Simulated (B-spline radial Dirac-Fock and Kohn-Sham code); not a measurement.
## Relativistic shifts of the levels of Fe⁸⁺

System: the Fe⁸⁺ ion, configuration [Ne] 3s2 3p6.

Both columns are ΔSCF binding energies of the configuration average from a radial B-spline solver: non-relativistic Hartree-Fock with a point nucleus, and Dirac-Fock with a finite nucleus and the Coulomb interaction alone, averaged over the two j levels with weights 2j+1.

```tsv
shell	Hartree-Fock (eV)	Dirac-Fock (eV)	shift (eV)	shift (%)
1s	7265.0	7330.1	+65.08	+0.90
2s	1048.2	1061.7	+13.47	+1.29
2p	923.3	925.5	+2.18	+0.24
3s	274.9	277.4	+2.53	+0.92
3p	232.7	233.2	+0.47	+0.20
```

Relativity binds 1s, 2s, 2p, 3s, 3p more strongly, among those listed most of all 2s in relative terms.

Values without a named source are computed, but for edge energies of neutral atoms, which are taken from tables.
